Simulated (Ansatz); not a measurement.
Geometry optimisation, Ansatz, RKS B3LYP-D4/def2-SVP.

Input file:

```yaml
crystal:
  periodic: [false, false, false]
  atoms:
    - { symbol: Si, position_ang: [-0.099009, 0.03497, -0.42103] }
    - { symbol: H, position_ang: [-0.65332, 0.94891, -1.398842] }
    - { symbol: S, position_ang: [0.202806, -1.528519, -1.889563] }
    - { symbol: H, position_ang: [-0.349334, -0.530653, -2.628231] }
    - { symbol: C, position_ang: [1.505758, 0.6546, 0.337179] }
    - { symbol: C, position_ang: [-1.338713, -0.416838, 0.916335] }
    - { symbol: H, position_ang: [2.089438, -0.182144, 0.760178] }
    - { symbol: H, position_ang: [2.132004, 1.156133, -0.41885] }
    - { symbol: H, position_ang: [1.293343, 1.371763, 1.148971] }
    - { symbol: H, position_ang: [-0.937346, -1.192306, 1.590227] }
    - { symbol: H, position_ang: [-2.276567, -0.790828, 0.478472] }
    - { symbol: H, position_ang: [-1.569062, 0.474913, 1.524954] }
basis:
  gaussian: { orbitals: def2-SVP }
hamiltonian:
  xc: b3lyp
  dispersion: d4
relax:
  f_tol: 0.03
  max_steps: 50
```

Launched with:

```bash
$ ansatz run input.yaml --threads 2 --pin off --max-ram 3072MiB --backend cpu --events-out ev --progress --plain --runs-dir out
```

Problem. Where does it end, and by what steps?

Solution. The run converged. The force dipped under the threshold on the way, but the program's further checks kept it going. After 16 steps the energy has fallen by 0.346 eV; H4 moved furthest, 0.99 Å.

```json
{"step": "0", "energy less start (eV)": "0.0000", "largest force component (eV/Å)": "1.103", "accepted": "yes"}
{"step": "1", "energy less start (eV)": "-0.2232", "largest force component (eV/Å)": "0.540", "accepted": "yes"}
{"step": "2", "energy less start (eV)": "-0.2884", "largest force component (eV/Å)": "0.623", "accepted": "yes"}
{"step": "3", "energy less start (eV)": "-0.1685", "largest force component (eV/Å)": "0.947", "accepted": "no"}
{"step": "4", "energy less start (eV)": "-0.3059", "largest force component (eV/Å)": "0.120", "accepted": "yes"}
{"step": "5", "energy less start (eV)": "-0.3083", "largest force component (eV/Å)": "0.083", "accepted": "yes"}
{"step": "6", "energy less start (eV)": "-0.3094", "largest force component (eV/Å)": "0.099", "accepted": "yes"}
{"step": "7", "energy less start (eV)": "-0.3192", "largest force component (eV/Å)": "0.090", "accepted": "yes"}
{"step": "8", "energy less start (eV)": "-0.3020", "largest force component (eV/Å)": "0.901", "accepted": "no"}
{"step": "9", "energy less start (eV)": "-0.3257", "largest force component (eV/Å)": "0.077", "accepted": "yes"}
{"step": "10", "energy less start (eV)": "-0.3318", "largest force component (eV/Å)": "0.104", "accepted": "yes"}
{"step": "11", "energy less start (eV)": "-0.3401", "largest force component (eV/Å)": "0.057", "accepted": "yes"}
{"step": "12", "energy less start (eV)": "-0.3448", "largest force component (eV/Å)": "0.019", "accepted": "yes"}
{"step": "13", "energy less start (eV)": "-0.3321", "largest force component (eV/Å)": "0.740", "accepted": "no"}
{"step": "14", "energy less start (eV)": "-0.3455", "largest force component (eV/Å)": "0.029", "accepted": "yes"}
{"step": "15", "energy less start (eV)": "-0.3458", "largest force component (eV/Å)": "0.079", "accepted": "yes"}
{"step": "16", "energy less start (eV)": "-0.3460", "largest force component (eV/Å)": "0.007", "accepted": "yes"}
```

```xyz
12
Properties=species:S:1:pos:R:3
Si -0.076 0.250 -0.453
H -0.661 1.451 -1.123
S 0.437 -1.240 -1.950
H -0.822 -1.379 -2.426
C 1.546 0.699 0.382
C -1.323 -0.435 0.779
H 1.997 -0.185 0.863
H 2.271 1.103 -0.342
H 1.378 1.462 1.160
H -0.919 -1.325 1.287
H -2.262 -0.724 0.280
H -1.567 0.322 1.544
```

Time of the run: 47 s on 2 threads of Arm Neoverse V1, with other jobs on the host, peak memory 0.22 GiB.
